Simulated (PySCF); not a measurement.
**Relaxation of quartet CoBr₂**

All numbers come from UPBE0/[Co def2-TZVP, Br def2-TZVP], no relativity, density fitting, PySCF. A (50,194) grid was used.

A hand-made bent start, of C2v symmetry, held to at least that symmetry:

```xyz
3
charge 0 multiplicity 4, angstrom
Co    0.0000    0.0000   -0.9397
Br    1.8431    0.0000    0.3508
Br   -1.8431    0.0000    0.3508
```

**Question.** What forces act on the atoms at the start (eV/Å)?

**Answer.** 
| atom | Fx | Fy | Fz |
| --- | --- | --- | --- |
| Co1 | 0.00 | 0.00 | 0.71 |
| Br2 | 0.37 | 0.00 | -0.36 |
| Br3 | -0.37 | 0.00 | -0.36 |

**Question.** What does it relax to?

**Answer.** It ends at D∞h with Co–Br 2.232 Å (×2); Br–Co–Br 180.0° (after a last refinement on a finer grid). A frequency run shows a minimum.

**Question.** How much energy is released, and in how many steps?

**Answer.** 56.9 kJ/mol in 10 steps.

Open d and f shells are described by one determinant, and the ground state may have another occupation or spin.
